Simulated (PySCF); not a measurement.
C5H10SSi: core ionisation energies

Compound: C5H10SSi.
Cartesian coordinates in Å at the PBE0-D3(BJ)/def2-SVP level; atoms count from 1:
```
atom  x, y, z in Å
C1    -3.184    0.044    0.392
C2    -2.011   -0.016   -0.526
C3    -0.707   -0.076   -0.190
C4    -0.166   -0.093    1.153
C5     1.142   -0.154    1.472
S6     2.441   -0.226    0.278
Si7    4.141   -0.288    1.586
H8    -2.904    0.047    1.454
H9    -3.856   -0.813    0.223
H10   -3.784    0.949    0.199
H11   -2.248   -0.012   -1.596
H12    0.025   -0.115   -1.004
H13   -0.865   -0.054    1.993
H14    1.439   -0.160    2.525
H15    4.088   -1.482    2.483
H16    4.219    0.939    2.433
H17    5.322   -0.370    0.681
```

Computed with delta-SCF UKS SCAN, pcX-2 on the ionised atom, pcseg-1 elsewhere, spin-free X2C in PySCF 2.14.0. Binding energies are ΔSCF values: E(core-ionised, relaxed orbitals) − E(ground state) at a fixed geometry, referred to the vacuum level.

Problem. What binding energy does each computed site have?

Solution. 
| atom(s) | environment | level | binding energy (eV) | 2p1/2 (eV) | above the level's lowest (eV) | count |
| --- | --- | --- | --- | --- | --- | --- |
| C1 | allylic carbon | C 1s | 290.63 | – | +0.92 | 1 |
| C2 | alkene CH carbon | C 1s | 289.71 | – | 0.00 | 1 |
| C3 | alkene CH carbon | C 1s | 290.04 | – | +0.33 | 1 |
| C4 | alkene CH carbon | C 1s | 290.01 | – | +0.30 | 1 |
| C5 | alkene CH carbon | C 1s | 290.44 | – | +0.73 | 1 |
| S6 | sulfur bonded to C and Si | S 1s | 2476.67 | – | 0.00 | 1 |
| Si7 | SiH3 silicon | Si 2p3/2 | 107.14 | 107.77 | 0.00 | 1 |
| Si7 | SiH3 silicon | Si 1s | 1846.93 | – | 0.00 | 1 |

The listed C 1s values span 0.92 eV, from C2 (bonded to C (double bond), C and H) to C1 (bonded to C and 3 H). The values 290.01 and 290.04 eV lie too close for their order to be trusted.

Problem. Which photon energy gives electrons from Si 2p3/2 of Si7 a kinetic energy of 20 eV, and what is their de Broglie wavelength?

Solution. hν = 107.14 + 20 = 127.14 eV, recoil neglected; λ = 12.264 Å/√(E/eV) = 2.74 Å.

Not every level is listed. The unrestricted hole states depart most from a pure doublet (⟨S²⟩ = 0.75; over 0.85 named) for C 1s of C3 (0.86), which makes this value less certain. The 2p values add to the ΔSCF energy of one spin-free hole a correction within the shell (spin–orbit coupling, ligand field). 2p1/2 minus 2p3/2 (ligand field included): Si 0.62 eV. Isolated species at its PBE0-D3(BJ)/def2-SVP geometry (one conformer only).
